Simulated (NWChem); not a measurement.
Molecule: CH3NOSi; SMILES O=C=N[SiH3]

Computed with NWChem. Coordinates come from a PBE-D3(BJ)/def2-SVP optimisation. Static field.

```
level                                              isotropic polarisability (bohr³)  anisotropy (bohr³)  relative time
-------------------------------------------------  --------------------------------  ------------------  -------------
PBE/def2-SVPD                                                                  52.4                35.4              1
B3LYP/def2-SVPD                                                                50.7                33.3              1
LC-BLYP (range parameter 0.33 per bohr)/def2-SVPD                              51.0                33.2              5
Hartree-Fock/def2-SVPD                                                         46.4                28.1              2
```

Times are rough ratios from one shared machine.
